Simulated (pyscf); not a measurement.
Single points on ωB97X-D3(BJ)/def2-SVP structures (PySCF, gas phase). MP2 and CC: frozen core, UHF for open shells. ΔMP2 is the change of the MP2 total energy from the triple- to the quadruple-zeta basis.

Problem. For the elementary gas-phase step `[CH2][SiH3]` [doublet] → `[CH3][SiH2]` [doublet] (doublet surface; H–Si broken, C–H formed), what barrier and reaction energy does CCSD(T)/def2-TZVPP + ΔMP2(QZVPP) give, measured from the reactant's lowest minimum found?

Solution. ΔE‡ = 1.67 eV, ΔE = -0.48 eV. Zero-point energy shifts the barrier by -0.06 eV. It is a hydrogen shift, with an imaginary mode of 1858i cm⁻¹. This is the saddle that the search found; another between the same sides may lie lower. The CCSD(T) − MP2 part came from Ansatz, without density fitting, on the same reference.
